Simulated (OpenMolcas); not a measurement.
## Ionisation energies of selenium

```json
{
 "Program": "OpenMolcas",
 "Basis": "ANO-RCC [9s8p6d4f2g]",
 "Scalar Hamiltonian": "DKH2, point nucleus",
 "Spin-orbit coupling": "state interaction with AMFI integrals over the reference wave functions, term energies averaged over their components"
}
```

Active shells in each charge state: the valence s, p shells, with orbitals averaged over the low states. Where CASPT2's correlated closed shells are named, they are those of the first ion.

A. CASSCF
B. SS-CASPT2, IPEA 0.25 Eh, imaginary shift 0.1 Eh (closed shells correlated: 3d)
C. SS-CASPT2, IPEA 0.25 Eh, imaginary shift 0.1 Eh (closed shells correlated: none)
D. SS-CASPT2, IPEA 0.25 Eh, imaginary shift 0.1 Eh (closed shells correlated: 3s 3p 3d)
E. SS-CASPT2, IPEA 0 Eh, imaginary shift 0.1 Eh (closed shells correlated: 3d)

Energies in eV between the lowest computed levels, named as in B; reference values from the NIST Atomic Spectra Database with their kind.

```csv
From,To,A,B,C,D,E,Spin-orbit share in B,Reference
Se2+ 4s2 4p2 3P0,Se3+ 4s2 4p 2P* 1/2,30.657,31.610,31.347,31.581,31.705,+0.005,31.697 (measured)
Se3+ 4s2 4p 2P* 1/2,Se4+ 4s2 1S0,41.695,42.818,42.484,42.793,42.909,+0.329,42.947 (measured)
Se4+ 4s2 1S0,Se5+ 4s 2S 1/2,66.696,67.312,66.787,67.323,67.313,+0.000,68.300 (semi-empirical)
Se5+ 4s 2S 1/2,Se6+ 3d10 1S0,80.737,81.448,80.737,81.490,81.460,+0.000,81.830 (measured)
```

Steps that some method lacks are left out, and so are those with a state whose active s or d shell is doubly occupied in every root (s and p with five to eight electrons, d10) over a frozen core shell of the same l, since the two then mix freely.

Error against the reference values, in %:

| From | Reference | A | B | C | D | E |
| --- | --- | --- | --- | --- | --- | --- |
| Se2+ | measured | -3.3 | -0.3 | -1.1 | -0.4 | 0 |
| Se3+ | measured | -2.9 | -0.3 | -1.1 | -0.4 | -0.1 |
| Se4+ | semi-empirical | -2.3 | -1.4 | -2.2 | -1.4 | -1.4 |
| Se5+ | measured | -1.3 | -0.5 | -1.3 | -0.4 | -0.5 |

Mean absolute error over the 3 measured values: A 1.13 eV, B 0.20 eV, C 0.64 eV, D 0.20 eV, E 0.14 eV. E lies closest.

* marks odd parity.
